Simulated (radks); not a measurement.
All-electron atom: Ne+ in [He] 2s2 2p5 (the NIST ground configuration). Method: non-relativistic Kohn-Sham, LDA (Slater exchange, Perdew-Zunger correlation), spin-unpolarised, spherical densities, point nucleus; computed with a radial shooting solver on a logarithmic mesh with Libxc functionals.

Normalised radial functions P(r) = r R(r), r in bohr:

```
   r/bohr * 1s, o 2p (the largest magnitude, 2.25, reaches the edge; | marks zero, & curves that meet)
 0.005016 o      *
 0.006853 o        *
 0.009287 o           *
  0.01269 o               *
  0.01733 o                     *
  0.02368 o                           *
  0.03209 |o                                *
  0.04384 |o                                        *
   0.0599 | o                                              *
  0.08118 |  o                                                  *
   0.1109 |    o                                                 *
   0.1515 |        o                                         *
    0.207 |            o                           *
   0.2805 |                o          *
   0.3832 |              *      o
   0.5236 |     *                 o
   0.7096 |*                      o
   0.9694 *                    o
    1.324 *              o
    1.809 *        o
    2.452 *   o
     3.35 *o
```

1s: eigenvalue -847.25 eV, 0 radial nodes, <r> = 0.159 bohr, 90 % of the charge inside 0.284 bohr. 2p: eigenvalue -32.444 eV, 0 radial nodes, <r> = 0.884 bohr, 90 % of the charge inside 1.52 bohr.
